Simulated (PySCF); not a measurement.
C3H11F2NSi2.
Cartesian coordinates in Å at the GFN2-xTB level; atoms count from 1:
```
atom  x, y, z in Å
C1    -2.851   -0.028    0.424
C2    -1.858   -0.924   -0.299
C3    -0.430   -0.682    0.159
F4     0.398   -1.523   -0.570
F5    -0.281   -1.137    1.450
Si6    0.305    1.121    0.051
Si7    2.603    0.961   -0.139
N8     3.095   -0.350    0.856
H9    -2.657    1.018    0.200
H10   -2.775   -0.173    1.499
H11   -3.864   -0.269    0.113
H12   -2.103   -1.976   -0.125
H13   -1.888   -0.739   -1.374
H14   -0.379    1.692   -1.120
H15   -0.270    1.783    1.227
H16    3.291    2.134    0.412
H17    3.007    0.863   -1.557
H18    2.573   -1.212    0.836
H19    4.074   -0.548    0.980
```

Computed at PBE0/pcSseg-1 (PySCF, non-relativistic), with Q(14N) = 0.02044 b: N8, 14N (I = 1): χzz = -4.624 MHz, η = 0.233.

Where would the pure quadrupole (NQR) lines of 14N at N8 fall for the rigid, isolated species?

From ν± = (3/4)|χ|(1 ± η/3) and ν0 = |χ|η/2: ν+ 3.737 MHz, ν− 3.198 MHz, ν0 0.539 MHz (silicon-bound nitrogen).

In a crystal, neighbours and librations shift these lines. GFN2-xTB bond lengths can be off by several hundredths of an ångström, more for odd bonds, and the gradients follow them. The small basis limits the accuracy of the gradients.

One conformer stands for the species.
